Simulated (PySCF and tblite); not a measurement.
The numbers below are computed, except where a source is named.
## Dynamics report: rotation

System: C₅H₇ClO₂, numbered as in [CH3:1][C:2](=[O:3])/[C:4]([Cl:5])=[C:6](/[CH3:7])[OH:8].

Motion: rotation about the C2–C4 bond (torsion C1–C2–C4–Cl5 from 0° to 182°, rising). Geometries: GFN2-xTB; energies: PBE0/pcSseg-1 + D3(BJ); zero-point and thermal terms from GFN2-xTB harmonic modes (soft modes blended into free rotors). Rates follow Eyring's equation with the number of equivalent paths and no tunnelling. (PySCF 2.14 with density fitting, tblite 0.8.)

| point | symmetry | E(GFN2) kcal/mol | E(DFT) kcal/mol | ZPE change kcal/mol | lowest mode cm⁻¹ | dipole D |
| --- | --- | --- | --- | --- | --- | --- |
| start | Cs | 0.0 | 0.0 | 0.00 | 85 | 1.70 |
| saddle | C1 | 15.9 | 21.7 | -0.31 | 63i | 2.75 |
| end | Cs | 13.1 | 16.0 | 0.26 | 27 | 4.20 |

| Quantity | Value |
| --- | --- |
| Electronic barrier | 21.7 kcal/mol |
| Barrier with zero-point energy | 21.4 kcal/mol |
| ΔH‡ (298 K) | 21.5 kcal/mol |
| ΔS‡ (298 K, symmetry apart) | 0.8 cal/(mol K) |
| Paths | 2 equivalent paths |
| End point | a different minimum |
| Mean lifetime of the start against this motion at 298 K | 5 min |
| Cost | 2.3 min on 1 thread of Intel Xeon Platinum 8259CL @ 2.50GHz, on a host shared with other jobs (rough), peak memory 0.89 GiB, launched as `OMP_NUM_THREADS=1 python ens_run.py task.json out` |

```
T/K  ΔG‡ kcal/mol      k s⁻¹  ΔG kcal/mol  k back s⁻¹
150          21.3  5.4×10⁻¹⁹         16.2     1.9×10⁵
200          21.3  4.6×10⁻¹¹         16.2     2.1×10⁷
250          21.3   2.7×10⁻⁶         16.1     3.5×10⁸
298          21.2     0.0033         16.1     2.2×10⁹
350          21.2       0.81         16.1     9.3×10⁹
400          21.2         42         16.1    2.6×10¹⁰
500          21.2    1.1×10⁴         16.0    1.1×10¹¹
```

ΔG and ΔG‡ leave out symmetry numbers and mirror images; rates count paths: 2 out, 2 back.
